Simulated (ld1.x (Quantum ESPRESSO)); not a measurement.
**What the settings do to the RRKJ potential of Ni**

Base potential:

| Item | Value |
| --- | --- |
| Element | nickel (Ni) |
| Generator | ld1.x (Quantum ESPRESSO) 7.5 |
| Type | norm-conserving RRKJ (Kleinman–Bylander form) |
| Functional | PBEsol |
| Relativity | scalar-relativistic |
| Frozen core | [Ne] 3s2 |
| Valence charge | 16 |
| Reference configuration | 3p6 3d8 4s1.75 4p0 (charge +0.25) |
| Partial waves | 4s (bound): rc 1.80 bohr; 3p (bound): rc 0.90 bohr; 3d (bound): rc 0.75 bohr |
| Local potential | all-electron potential smoothed inside 1.30 bohr (lloc = -1) |
| Core correction | a·sin(br)/r model core, default radius (core density twice the valence density) |
| rho0 | 0.02 |

All-electron outer shells of the reference configuration (PBEsol, scalar-relativistic, ld1.x):

```
shell  level (eV)  outermost node (bohr)  outermost maximum (bohr)
   2p     -846.26                      –                      0.16
   3s     -112.90                   0.30                      0.64
   3p      -73.38                   0.27                      0.65
   3d      -11.01                      –                      0.63
   4s       -7.44                   0.92                      2.21
   4p       -2.64                   1.00                      2.98
```

Cutoffs, loose and tight: the cutoffs (Ry, on a coarse ladder) from which the occupation-weighted sum of valence levels, in a spherical-Bessel basis at the reference potential, stays within 10 and 1 mRy of its value at 400 Ry. They do not see the model core or the augmentation charge, which bear on the density cutoff. Test errors are all-electron minus pseudo excitation energies from the reference, over the configurations 3p6 3d8 4s2 4p0; 3p6 3d8 4s1 4p0; 3p6 3d8 4s0 4p0; 3p6 3d8 4s1.5 4p0; 3p6 3d6 4s0 4p0; 3p6 3d8 4s1 4p1; 3p6 3d7 4s2 4p1. A dash means not determined; rows that change the core or the reference have their own tests.

A true bound ghost makes a file unfit for plane-wave use even where its test errors are small: the radial tests pick states by their node count and pass the ghost by.

```csv
change,outcome,"cutoff, loose","cutoff, tight",bound ghosts,largest test error (meV)
base,generated,300 Ry,300 Ry,s,-148
local potential all-electron potential smoothed inside 0.74 bohr (lloc = -1),generated,300 Ry,300 Ry,s,+61
local potential all-electron potential smoothed inside 1.12 bohr (lloc = -1),generated,300 Ry,300 Ry,s,-67
local potential all-electron potential smoothed inside 1.46 bohr (lloc = -1),generated,300 Ry,300 Ry,s,-280
local potential all-electron potential smoothed inside 1.62 bohr (lloc = -1),generated,300 Ry,300 Ry,none,-194
local potential all-electron potential smoothed inside 1.80 bohr (lloc = -1),generated,300 Ry,300 Ry,none,-315
local potential all-electron potential smoothed inside 2.00 bohr (lloc = -1),generated,300 Ry,300 Ry,none,-489
```

Question: What comes out with this change to the base: local potential all-electron potential smoothed inside 0.92 bohr (lloc = -1)?

Answer: outcome: generated; cutoff, loose: 300 Ry; cutoff, tight: 300 Ry; bound ghosts: s; largest test error (meV): +46.

Reading the sweep of the rcloc (base included, trends over the rows without a ghost): Bound ghosts are found at 0.74, 0.92, 1.12, 1.3, 1.46 bohr.
